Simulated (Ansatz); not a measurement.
Program: Ansatz. Geometries: PBE0-D4/def2-TZVP. ΔE: electronic, gas phase. CBS: MP2 limit from def2 TZ/QZ plus the TZ coupled-cluster correction, frozen cores. Functionals use def2-TZVPP. B3LYP here is the variant with VWN-RPA as its local correlation; programs differ in this. HSE06 is defined as in plane-wave codes. Elements past krypton have def2 core potentials. For Se, Sn outer-core shells are correlated without core-valence functions, which leaves a few kJ/mol of doubt a bond. Scalar relativity is left out up to krypton. One conformer a species, not always the lowest.

`B[NH][AlH][SeH]` + `[Cl][SnH2][Cl]` → `[Cl][SnH]([Cl])[SeH]` + `B[NH][AlH2]`  (formal exchange of groups at the Se–Al bond)

```tsv
level	ΔE (kJ/mol)	difference from CCSD(T)/CBS
r2SCAN-D4	48.0	5.3
B3LYP-D4	39.8	-2.9
HSE06-D4	46.0	3.3
r2SCAN0	50.1	7.4
CAM-B3LYP	47.4	4.7
MP2/def2-SVP	45.0	2.3
CCSD/def2-TZVPP	51.0	8.3
CCSD(T)/def2-TZVPP	50.1	7.4
MP2/def2-QZVPP	41.6	-1.1
HF/CBS(def2)	47.3	4.6
CCSD(T)/CBS	42.7	0
```

Largest T1 diagnostic among the species: 0.012.

At CCSD(T), def2-SVP lies +3.4 kJ/mol from the extrapolated value and def2-TZVPP +7.4 kJ/mol. From BLYP to BHLYP (50 % exact exchange), in def2-TZVPP and without D4, ΔE moves by +6.6 kJ/mol.

CCSD(T)/CBS has its own doubt, a few kJ/mol and more with outer-core shells, so smaller differences from it don't rank the levels.
